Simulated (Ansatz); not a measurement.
`CO[Si]N` and `CO[Si]Br` differ in one atom or group.

Ansatz, PBE0-D4/def2-TZVP geometries, multiplicity 1. Each molecule was computed in one conformer, which needn't be the lowest.

Scalar relativity is left out up to krypton.

```json
{"property": "HOMO energy (B3LYP/def2-TZVPP) / eV", "`CO[Si]N`": "-6.35"}
{"property": "HOMO energy (PBE0/def2-TZVPP) / eV", "`CO[Si]N`": "-6.53"}
{"property": "HOMO–LUMO gap (ωB97M-V/def2-TZVPP) / eV", "`CO[Si]N`": "9.97"}
{"property": "HOMO energy (PBE/def2-TZVPP) / eV", "`CO[Si]N`": "-5.40"}
{"property": "LUMO energy (PBE0/def2-TZVPP) / eV", "`CO[Si]N`": "-0.66"}
{"property": "LUMO energy (B3LYP/def2-TZVPP) / eV", "`CO[Si]N`": "-0.85"}
```

(1) Give the same properties after the change, and the shifts. (An estimate is asked.)

Answers

(1) The calculation gave: 
| property | `CO[Si]Br` | shift |
| --- | --- | --- |
| HOMO energy (B3LYP/def2-TZVPP) / eV | -7.12 | -0.77 |
| HOMO energy (PBE0/def2-TZVPP) / eV | -7.32 | -0.79 |
| HOMO–LUMO gap (ωB97M-V/def2-TZVPP) / eV | 9.35 | -0.62 |
| HOMO energy (PBE/def2-TZVPP) / eV | -6.25 | -0.85 |
| LUMO energy (PBE0/def2-TZVPP) / eV | -1.99 | -1.33 |
| LUMO energy (B3LYP/def2-TZVPP) / eV | -2.16 | -1.31 |

With PBE0 the HOMO falls by 0.79 eV and the LUMO falls by 1.33 eV, so the gap narrows by about 0.54 eV. PBE moves the HOMO by -0.85 eV and ωB97M-V by -0.67 eV. The zero-point energy changes by -65.8 kJ/mol with -6 modes.

B3LYP here is the variant with VWN-RPA as its local correlation; programs differ in this.

Spin–orbit coupling is left out; it splits and shifts lone-pair levels of the heavy atoms by tenths of an eV.
